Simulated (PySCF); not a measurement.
# Electron correlation in Ba (barium, neutral)

[Xe] 5d2, high-spin 3F determinant (an excited configuration). Computed with PySCF 2.14 in def2-TZVPPD with the def2 core potential (46 electrons), with scalar relativity through the core potential. Frozen: 5s2 5p6; 2 electrons correlated.

With two correlated electrons CCSD is exact within the correlated space (frozen core and kept virtual orbitals).

| level | correlation energy (mhartree) |
| --- | --- |
| CCSD | -2.97 |

Diagnostics: T1 = 0.0048, D1 = 0.0068, largest double amplitude 0.083.

Q: Is a single reference adequate?

A: Mostly. T1 lies below 0.03, but a double amplitude of this size points to a near-degeneracy that CCSD handles and MP2 describes poorly.
